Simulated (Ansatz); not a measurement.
`Cc1cc(C)cc(O)c1` + `C=C(O)[SiH3]` → `C=C([SiH3])OC` + `Cc1cccc(O)c1`  (substitution at a C–C bond)

Gas-phase electronic energies from Ansatz, PBE0-D4/def2-TZVP geometries. CCSD(T)/CBS is the MP2 limit (def2-TZVPP, def2-QZVPP) plus CCSD(T) − MP2 in def2-TZVPP, frozen cores. One conformer a species, not always the lowest.

```csv
species,CCSD/def2-TZVPP energy (Eh)
`Cc1cc(C)cc(O)c1`,-385.35481
`C=C(O)[SiH3]`,-443.79384
`C=C([SiH3])OC`,-483.01500
`Cc1cccc(O)c1`,-346.11873
```

(1) Work out ΔE.

Largest T1 diagnostic among the species: 0.013.

Results:

(1) ΔE = (-483.01500) + (-346.11873) − (-385.35481) − (-443.79384) = 0.01492 Eh = +39.2 kJ/mol. CCSD(T)/CBS gives +41.7 kJ/mol.

In def2-TZVPP, CCSD(T) changes the Hartree–Fock value by +8.8 kJ/mol (the triples alone add +0.6 kJ/mol) and MP2 by +12.3 kJ/mol.
